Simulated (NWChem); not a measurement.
System: C$_{2}$H$_{5}$FOSi; SMILES CC(=O)[SiH2]F

The following NWChem deck was run.

```
start job
memory heap 200 mb stack 900 mb global 1100 mb
geometry units angstroms noautosym nocenter noautoz
  C     -1.479313     1.186663     0.000000
  C     -0.011679     0.878262     0.000000
  O      0.849854     1.731716     0.000000
  Si     0.677161    -0.917900     0.000000
  F     -0.537015    -2.006149     0.000000
  H     -1.958063     0.729365    -0.881772
  H     -1.641528     2.273770     0.000000
  H     -1.958063     0.729365     0.881772
  H      1.491386    -1.111237    -1.229535
  H      1.491386    -1.111237     1.229535
end
basis spherical
  * library def2-svp
end
dft
  xc m05-2x
  iterations 150
end
cosmo
  do_cosmo_smd true
  solvent dioxane
end
task dft energy
```

Parts of the log:

```
             Northwest Computational Chemistry Package (NWChem) 7.3.0
             --------------------------------------------------------

                             Geometry "geometry" -> ""
                             -------------------------

 Output coordinates in angstroms (scale by  1.889725989 to convert to a.u.)

  No.       Tag          Charge          X              Y              Z
 ---- ---------------- ---------- -------------- -------------- --------------
    1 C                    6.0000    -1.47931300     1.18666300     0.00000000
    2 C                    6.0000    -0.01167900     0.87826200     0.00000000
    3 O                    8.0000     0.84985400     1.73171600     0.00000000
    4 Si                  14.0000     0.67716100    -0.91790000     0.00000000
    5 F                    9.0000    -0.53701500    -2.00614900     0.00000000
    6 H                    1.0000    -1.95806300     0.72936500    -0.88177200
    7 H                    1.0000    -1.64152800     2.27377000     0.00000000
    8 H                    1.0000    -1.95806300     0.72936500     0.88177200
    9 H                    1.0000     1.49138600    -1.11123700    -1.22953500
   10 H                    1.0000     1.49138600    -1.11123700     1.22953500

 Effective nuclear repulsion energy (a.u.)     223.3335976427

                                 NWChem DFT Module
                                 -----------------

 Summary of "ao basis" -> "ao basis" (spherical)
 ------------------------------------------------------------------------------
       Tag                 Description            Shells   Functions and Types
 ---------------- ------------------------------  ------  ---------------------
 C                          def2-svp                 6       14   3s2p1d
 O                          def2-svp                 6       14   3s2p1d
 Si                         def2-svp                 8       18   4s3p1d
 F                          def2-svp                 6       14   3s2p1d
 H                          def2-svp                 3        5   2s1p

 in cosmo_initialize ...
 calling solv_data for solv:dioxane

 solvent parameters
 solvname_short: dioxane
 solvname_long:  1,4-dioxane
 dielec:        2.2099
 dielecinf:     2.0232
 nonaqueous SMD model solvent descriptors
 dielec:        2.2099
 sola:          0.0000
 solb:          0.6400
 solc:          0.0000
 solg:         47.1400
 solh:          0.0000
 soln:          1.4224

[...]

                                COSMO-SMD solvation results
                                ---------------------------

             internal energy in gas <Psi(g)|H|Psi(g)> =      -543.485110815587
         internal energy in solvent <Psi(s)|H|Psi(s)> =      -543.484911909971
                               delta internal energy  =         0.000198905616 (    0.12 kcal/mol)
   total free energy in solvent <Psi(s)|H+V/2|Psi(s)> =      -543.488902221622
 polarization energy contribution <Psi(s)|V/2|Psi(s)> =        -0.003990311651 (   -2.50 kcal/mol)
    total free energy in solvent including G(SMD-CDS) =      -543.489638092514
                       G(SMD-CDS) energy contribution =        -0.000735870892 (   -0.46 kcal/mol)
     1 M fixed-concentration free energy of solvation =        -0.004527276927 (   -2.84 kcal/mol)

                       DFT Final Molecular Orbital Analysis
                       ------------------------------------

 Vector   22  Occ=2.000000D+00  E=-4.451054D-01
              MO Center= -2.5D-01,  7.9D-01,  5.0D-08, r^2= 4.1D+00
   Bfn.  Coefficient  Atom+Function         Bfn.  Coefficient  Atom+Function
  ----- ------------  ---------------      ----- ------------  ---------------
    32      0.315189   3 O  px                5      0.281228   1 C  py
    80      0.245925   7 H  s                19     -0.234995   2 C  py
    35      0.192177   3 O  px                8      0.135508   1 C  py
    75     -0.135265   6 H  s                85     -0.135265   8 H  s
    90     -0.129795   9 H  s                95     -0.129795  10 H  s

 Vector   23  Occ=2.000000D+00  E=-4.064393D-01
              MO Center=  1.0D+00, -8.0D-01, -2.0D-08, r^2= 3.0D+00
   Bfn.  Coefficient  Atom+Function         Bfn.  Coefficient  Atom+Function
  ----- ------------  ---------------      ----- ------------  ---------------
    90      0.303345   9 H  s                95     -0.303345  10 H  s
    52     -0.271289   4 Si pz               66     -0.211071   5 F  pz
    34      0.202396   3 O  pz               91      0.196337   9 H  s
    96     -0.196337  10 H  s                69      0.161646   5 F  pz
    37      0.144796   3 O  pz               49      0.145088   4 Si pz

 Vector   24  Occ=2.000000D+00  E=-3.109719D-01
              MO Center=  3.4D-01,  9.7D-01,  8.9D-10, r^2= 2.5D+00
   Bfn.  Coefficient  Atom+Function         Bfn.  Coefficient  Atom+Function
  ----- ------------  ---------------      ----- ------------  ---------------
    33      0.370856   3 O  py               32     -0.314934   3 O  px
    36      0.292447   3 O  py               17      0.290523   2 C  s
     3     -0.275212   1 C  s                35     -0.248206   3 O  px
     4     -0.241540   1 C  px               19     -0.214569   2 C  py
    45      0.202316   4 Si s                51      0.196403   4 Si py

 Vector   25  Occ=0.000000D+00  E= 9.184911D-04
              MO Center=  2.3D-01,  7.8D-01,  2.9D-09, r^2= 2.5D+00
   Bfn.  Coefficient  Atom+Function         Bfn.  Coefficient  Atom+Function
  ----- ------------  ---------------      ----- ------------  ---------------
    23      0.504577   2 C  pz               20      0.439570   2 C  pz
    37     -0.429985   3 O  pz               34     -0.384980   3 O  pz
    55      0.379663   4 Si pz               91      0.332026   9 H  s
    96     -0.332026  10 H  s                76      0.123461   6 H  s
    86     -0.123461   8 H  s                75      0.120268   6 H  s

[...]
```

Level: M05-2X/def2-SVP, SMD on the gas-phase geometry. The geometry was optimised at PBE0/def2-SVP. Solvent: 1,4-dioxane.
